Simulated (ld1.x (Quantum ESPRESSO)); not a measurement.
Transferability test, PAW potential for silver

```
Element                 : Ag
Generator               : ld1.x (Quantum ESPRESSO) 7.5
Type                    : PAW
Functional              : BLYP
Relativity              : fully relativistic
Frozen core             : [Ar] 3d10
Valence charge          : 19
Reference configuration : 4s2 4p6 4d9 5s0 5p0 (charge +2)
Partial waves           : 4s (bound): rcut 1.30, rcutus 1.70 bohr; 5s (bound, empty): rcut 1.30, rcutus 1.70 bohr; 4p (bound): rcut 1.40, rcutus 1.70 bohr; 5p (bound, empty): rcut 1.40, rcutus 1.70 bohr; 4d (bound): rcut 1.70, rcutus 1.95 bohr; 4d channel at -1.75 Ry: rcut 1.70, rcutus 1.95 bohr
Local potential         : all-electron potential smoothed inside 1.80 bohr (lloc = -1)
Core correction         : a·sin(br)/r model core, default radius (ld1.x builds one for every PAW set, though the input has nlcc=.false.)
Augmentation charge     : PSQ, inside the norm-conserving radii
```

Open shells are filled in proportion to 2j + 1 (rel_dist='average').

Energies are relative to the spin-unpolarised reference configuration 4s2 4p6 4d9 5s0 5p0; without spin polarisation the order of configurations can differ from experiment. The frozen-core shift is the all-electron ΔE with the core orbitals held at their reference shape minus the fully relaxed ΔE.

```json
{"valence configuration": "4s2 4p6 4d10 5s1 5p0", "charge": "0", "ΔE all-electron (eV)": "-29.915", "error AE − PS (meV)": "-0.2", "frozen-core shift (meV)": "0.0"}
{"valence configuration": "4s2 4p6 4d10 5s0 5p0", "charge": "+1", "ΔE all-electron (eV)": "-22.041", "error AE − PS (meV)": "-5.2", "frozen-core shift (meV)": "+0.1"}
{"valence configuration": "4s2 4p6 4d9 5s1 5p1", "charge": "0", "ΔE all-electron (eV)": "-21.496", "error AE − PS (meV)": "+0.5", "frozen-core shift (meV)": "-0.1"}
{"valence configuration": "4s2 4p6 4d7 5s0 5p0", "charge": "+4", "ΔE all-electron (eV)": "87.651", "error AE − PS (meV)": "-48", "frozen-core shift (meV)": "+3.6"}
{"valence configuration": "4s2 4p6 4d10 5s0.5 5p0", "charge": "+0.5", "ΔE all-electron (eV)": "-26.857", "error AE − PS (meV)": "-3.0", "frozen-core shift (meV)": "0.0"}
{"valence configuration": "4s1 4p6 4d10 5s1 5p0", "charge": "+1", "ΔE all-electron (eV)": "72.006", "error AE − PS (meV)": "-21", "frozen-core shift (meV)": "+2.8"}
```

(1) What are ΔE and the potential's error for 4s2 4p6 4d8 5s0 5p0?

Levels in the configuration 4s1 4p6 4d10 5s1 5p0:

```csv
level,all-electron (eV),pseudo (eV)
4s j=1/2,-109.410,-109.485
4p j=1/2,-76.192,-76.260
4p j=3/2,-70.946,-71.009
4d j=3/2,-20.521,-20.553
4d j=5/2,-19.889,-19.919
5s j=1/2,-12.960,-12.969
```

The ghost test of this file was not conclusive.

Answers

(1) ΔE = 36.081 eV all-electron; the error (AE − PS) is -9.6 meV.

ld1.x printed “convergence not achieved” for 7 of the counted tests; their residual had stalled under 1e-8, short of the target of 1e-14. A variational frozen-core shift is positive and of second order in the change. This column holds negative values, so the frozen-core run of ld1.x carries numerical noise or an error of first order here, and the column gives no more than the rough size of the effect.
